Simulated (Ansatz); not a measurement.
```yaml
crystal:
  periodic: [false, false, false]
  atoms:
    - {symbol: N, position_ang: [0.549966, 1.169879, 1.187515]}
    - {symbol: B, position_ang: [0.175603, 0.248111, 0.229508]}
    - {symbol: O, position_ang: [0.799954, -0.904188, -0.222209]}
    - {symbol: Si, position_ang: [-0.657986, -0.806368, -1.081516]}
    - {symbol: F, position_ang: [-1.680688, -1.984954, -0.757651]}
    - {symbol: H, position_ang: [-0.009822, 1.969030, 1.421155]}
    - {symbol: H, position_ang: [1.402780, 1.080756, 1.716197]}
    - {symbol: H, position_ang: [-0.487610, -0.829266, -2.548800]}
basis:
  gaussian: {orbitals: LANL2DZ}
hamiltonian: {xc: {name: BLYP}}
output: {forces: true}
```

```sh
$ ansatz run in.yaml --threads 2 --pin off --events-out ev --progress --plain --max-ram 4352MiB
```

(1) How does Ansatz answer? (An estimate is asked.)

Answers

(1) Computed: The input was rejected before any iteration.
```
Error: <dir> can't be read: No such file or directory (os error 2)
```
